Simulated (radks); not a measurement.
Values are calculated unless marked as measured or tabulated.
Q: All-electron atom: the oxygen ion O4+ in 1s(up 1, down 0) 2s2 2p1 (not the ground configuration). Code: a radial shooting solver on a logarithmic mesh with Libxc functionals. Model: scalar-relativistic Kohn-Sham, PBEsol, spin-polarised, spherical densities, point nucleus; open shells are filled with parallel spins first. Some entries of the table are withheld. Estimate them.

orbital  occ.  eigenvalue (Ry)  <1/r> (bohr^-1)  <r> (bohr)
1s up       1        -51.39179              (1)      0.1904
1s down     0        -47.93656              (2)      0.1948
2s up       1         -8.32142            1.691      0.8677
2s down     1         -7.91898            1.645      0.8935
2p up       1         -7.46970            1.664      0.7678
2p down     0         -6.96936            1.574      0.8084

A: 
(1) 1s up <1/r> (bohr^-1): 7.927
(2) 1s down <1/r> (bohr^-1): 7.788
